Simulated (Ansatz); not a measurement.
**A ladder of methods for SnH3O2 (SMILES [OH][SnH][OH])**

The species is SnH3O2 (6 atoms), meant as a doublet with charge 0. As SMILES, `[OH][SnH][OH]`. Geometry: optimised at B3LYP/def2-SVP. This is one conformer, not always the lowest.

```tsv
atom	x (Å)	y (Å)	z (Å)
O	-1.3064	-0.6930	-0.2417
Sn	0.4129	0.2846	-0.6493
O	1.4153	-0.0107	1.0594
H	-1.8866	-0.7833	-1.0116
H	0.1449	2.0352	-0.6235
H	1.2618	-0.8967	1.4207
```

Quantity: the dissociation energy of the O3–Sn2 bond into doublet OH and singlet SnH2O (shapes relaxed at B3LYP/def2-SVP, no zero-point term), in eV. The values are calculated.

```tsv
level	kind	program	value (eV)	CPU time (all runs)
UHF/def2-TZVP (core potential)	Hartree–Fock	Ansatz	1.50	3.5 s
UPBE/def2-TZVP (core potential)	GGA	Ansatz	2.62	6.7 s
U-r2SCAN/def2-TZVP (core potential)	meta-GGA	Ansatz	2.59	15 s
UB3LYP/def2-TZVP (core potential)	global hybrid	Ansatz	2.30	8.1 s
UPBE0-D4/def2-TZVP (core potential)	global hybrid	Ansatz	2.48	7.7 s
UB2PLYP/def2-TZVP (core potential)	double hybrid	Ansatz	2.40	15 s
RPA@PBE/def2-TZVP (core potential)	RPA	Ansatz	2.18	15 s
UMP2/def2-TZVP (core potential)	perturbation theory	Ansatz	2.64	6.2 s
```

Spin-orbit coupling, which can split open shells on such heavy atoms by tenths of an eV, is left out. The values span 1.50 to 2.64 eV. Hartree–Fock misses the correlation of the electron pair that is broken and comes out low. A fragment with an even electron count was run as a singlet and may have a lower triplet. Measured bond enthalpies also hold zero-point and thermal terms, a few tenths of an eV less. In the correlated wave-function rows the outer d shell of Sn is correlated, in sets not made for it. In so small a basis fixed costs decide the times, and correlated methods can beat functionals. CPU times are rough (shared hosts, several kinds of processor and program).
